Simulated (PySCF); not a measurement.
## Mn: ionisation energy

Mn [Ar] 3d5 4s2 [3d3/2^4 3d5/2^1, M_J = 5/2] → Mn⁺ [Ar] 3d5 4s1 [3d3/2^4 3d5/2^1 4s1/2^1, M_J = 3], as a difference of total energies. All numbers are calculated (PySCF 2.14, the two-component X2C-1e Hamiltonian, in x2c-SVPall-2c with one added diffuse shell each of s, d type (6s5p4d1f, 48 functions)). Correlated levels: [Ne] frozen; the 6 highest virtual spinors dropped. "Screened" scales the spin-orbit matrix elements by Boettger's factors to mimic the two-electron term; Breit and QED terms are absent.

```csv
method,ionisation energy (eV),error (eV)
GHF (screened spin-orbit),6.025,-1.409
GMP2 (screened spin-orbit),6.858,-0.576
```

Reference: 7.434 eV (measured; NIST Atomic Spectra Database, ionization energies).

Errors of the correlated levels include the incompleteness of this basis and the frozen core.

The labels give the starting determinants; with spin-orbit coupling the two ends relaxed to ⟨J²⟩ = 8.77, ⟨L²⟩ = 0.00, ⟨S²⟩ = 8.77 and ⟨J²⟩ = 12.00, ⟨L²⟩ = 0.00, ⟨S²⟩ = 12.00.

MP2 underrates the near-degeneracy of ns² with np² in the lower species.
